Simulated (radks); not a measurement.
Problem. These are the eigenvalues of the occupied orbitals of an atom or ion with whole-number occupations (hartree). Method: Dirac Kohn-Sham, BLYP, spin-unpolarised, spherical densities, finite nucleus; Fermi nuclear charge, rms radius of each element as measured or else 0.836 A^(1/3) + 0.57 fm; computed with a radial shooting solver on a logarithmic mesh with Libxc functionals.

1s1/2: -2856.587
2s1/2: -552.3223
2p1/2: -531.9770
2p3/2: -472.1273
3s1/2: -176.4466
3p1/2: -167.4679
3p3/2: -154.0295
3d3/2: -139.2423
3d5/2: -136.3182
4s1/2: -79.41201
4p1/2: -75.53693
4p3/2: -71.35573
4d3/2: -65.13609

Which element is it, and in what charge state? The configuration may be excited. Open shells, if any, fill j = l - 1/2 first.

Solution. Z = 77, iridium, charge +39: Ir39+ in [Kr] 4d2. The list shows which subshells hold electrons but not how many an open one holds; the 1s level, -2856.6 hartree, gives Z - s = 75.6 by -(Z - s)^2/2, which with screening and relativity narrows Z to a few neighbours, and the depths of the outer levels then fix element, charge and occupations together.
